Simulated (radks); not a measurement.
Values are calculated unless marked as measured or tabulated.
Ionisation of the neodymium ion Nd+, [Xe] 4f4 6s1, to Nd2+, [Xe] 4f4, under several functionals. Scalar-relativistic Kohn-Sham, spin-polarised, spherical densities, point nucleus; open shells are filled with parallel spins first (spin-orbit coupling, left out, can overturn this in heavy ions); a radial shooting solver on a logarithmic mesh with Libxc functionals.

functional                                        E(Nd+) (hartree)  Exc (hartree)  IE (eV)  -e(HOMO) (eV)  <r> HOMO (bohr)  IE error (eV)
BP86                                                    -9625.3302      -223.5855   11.109          8.611            1.091         +0.326
LDA (Slater exchange, Perdew-Zunger correlation)        -9616.9747      -215.1969   11.226          8.698            1.089         +0.443
PBE                                                     -9623.8753      -222.1255   11.050          8.512            1.090         +0.267
revPBE                                                  -9624.1561      -222.4106   10.936          8.468            1.089         +0.153
Wu-Cohen GGA                                            -9622.9789      -221.2244   10.988          8.543            1.090         +0.205
OLYP                                                    -9627.4489      -225.8671   10.755          8.231            4.010         -0.028
PW91                                                    -9625.0599      -223.3198   11.089          8.575            1.089         +0.306
RPBE                                                    -9624.2654      -222.5209   10.955          8.469            1.089         +0.172

NIST Atomic Spectra Database: 10.78 eV (semi-empirical). Closest: OLYP. The Delta-SCF values span 0.47 eV, the total energies 10.47 hartree. The highest occupied level is 4f. Open shells are spherical and high-spin; term and fine-structure splittings are not resolved. Spin-orbit splitting is averaged out at the scalar-relativistic level.
